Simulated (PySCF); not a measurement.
A calculated (M06-L, PySCF 2.14, pcseg-2, the non-relativistic Hamiltonian (point nucleus)) atom or ion has these occupied shells.

```
shell  electrons  orbital energy (eV)  rms radius, mean of both spins (bohr)
 1s α          1              -1801.2                                  0.130
 1s β          1              -1801.0                                  0.130
 2s α          1              -153.00                                  0.619
 2s β          1              -152.91                                  0.619
 2p α          3              -106.99                                  0.603
 2p β          3              -106.85                                  0.603
 3s α          1              -19.502                                   2.22
 3s β          1              -18.372                                   2.22
 3p α          1              -12.273                                   2.59
```

(1) Name the element and its charge.

## Answers

(1) Si⁺ (silicon, charge +1), in [Ne] 3s2 3p1, 2P determinant.
